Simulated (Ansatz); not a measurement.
Molecule: sum formula H3Si2OCl2 (charge 0, doublet). It need not be the lowest isomer of its formula. 
Structure (B3LYP-D3(BJ)/def2-TZVP (Ansatz, an electronic-structure program) minimum search):
SMILES: Cl[SiH](Cl)O[SiH2]
```xyz
8

Si     2.4809     0.1473    -0.2597
O      0.9266     0.2819    -0.8146
Si    -0.6461     0.1375    -0.4819
Cl    -1.0541    -1.7738     0.1348
Cl    -1.1625     1.4342     1.0188
H      2.6479    -1.1718     0.4074
H      3.3697     0.2629    -1.4439
H     -1.4351     0.4409    -1.6750
```
Charge 0, spin multiplicity 2.

Atomisation energy built up term by term with Ansatz (kcal/mol; UHF references for open shells; valence terms freeze the core; atomic spin-orbit terms are left out). CBS(X,Y): correlation extrapolated as X^-3; Hartree-Fock from the larger set.

| term | basis | kcal/mol |
|---|---|---|
| Hartree-Fock | cc-pV(Q+d)Z | 478.99 |
| CCSD correlation | CBS(cc-pV(T+d)Z,cc-pV(Q+d)Z) | 150.83 |
| (T) | CBS(cc-pV(T+d)Z,cc-pV(Q+d)Z) | 11.58 |
| core correlation | cc-pwCVTZ | 0.20 |
| scalar relativity (X2C) | cc-pVTZ-DK against cc-pVTZ | -2.17 |
| sum: De |  | 639.4 |

(T) makes 1.8 % of the CCSD(T) atomisation energy; under 5 % is typical of single-reference molecules.
